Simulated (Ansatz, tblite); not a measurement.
Cost and result up the ladder for As₂P (the lowest doublet isomer of a short search) (3 atoms). Total charge 0; doublet. Geometry: PBE0-D4/def2-TZVP.

```xyz
3

P    -1.193    0.045    0.185
As    0.459   -1.081   -0.707
As    0.733    1.036    0.522
```

Ansatz on 4 threads of Arm Neoverse V2 on a shared host; xTB runs through tblite on one thread. Times are rough, summed over both states, and most runs start from the orbitals of an earlier one. RPA@PBE/def2-TZVP serves as the yardstick here, not as an exact answer. The other state is a quartet at its own geometry.

The xTB rows come from tblite. HSE06 is defined as in plane-wave codes, on full-range PBE exchange. Correlated methods freeze 23 core orbitals; core or outer-core shells of As are correlated, in sets that lack core-valence functions. In CCSD on the charge 0 doublet the largest single amplitude is 0.20, so its Hartree–Fock determinant may place the open shell otherwise than the density functionals do. The structure comes from a short search, and lower isomers may exist.

Run but left out: HF/STO-3G, HF/def2-TZVP, HF/def2-TZVPP, PBE-QIDH/def2-TZVP, MP2/def2-TZVP, MP2/def2-TZVPP (doublet: ⟨S²⟩ 1.01 to 1.39, where a pure state has 0.75).

Correlated methods converge slowly with the basis.

xTB has no spin-polarisation term.

| level | functions | wall time | quartet − doublet (eV) | difference from RPA@PBE/def2-TZVP (eV) | remarks |
| --- | --- | --- | --- | --- | --- |
| GFN1-xTB | 27 | 0.004 s | 1.92 | 0.06 | – |
| GFN2-xTB | 27 | 0.005 s | 1.93 | 0.07 | – |
| PBE-D4/def2-TZVP | 133 | 3.2 s | 1.84 | -0.02 | – |
| RPA@PBE/def2-TZVP | 133 | 4.9 s | 1.86 | 0.00 | – |
| HSE06-D4/def2-TZVP | 133 | 6.1 s | 1.78 | -0.08 | – |
| PBE0-D4/def2-TZVP (with forces) | 133 | 8.1 s | 1.78 | -0.08 | – |
| r2SCAN-D4/def2-TZVP | 133 | 10 s | 1.80 | -0.06 | – |
| r2SCANh-D4/def2-TZVP | 133 | 15 s | 1.78 | -0.08 | spin-contaminated (⟨S²⟩ 0.84) (doublet) |
| r2SCAN0-D4/def2-TZVP | 133 | 15 s | 1.74 | -0.12 | spin-contaminated (⟨S²⟩ 0.88) (doublet) |
| ωB97X-V/def2-TZVP | 133 | 22 s | 1.83 | -0.03 | spin-contaminated (⟨S²⟩ 0.85) (doublet) |
| CCSD(T)/def2-TZVPP | 138 | 40 s | 1.88 | 0.02 | spin-contaminated (⟨S²⟩ 1.21) (doublet) |
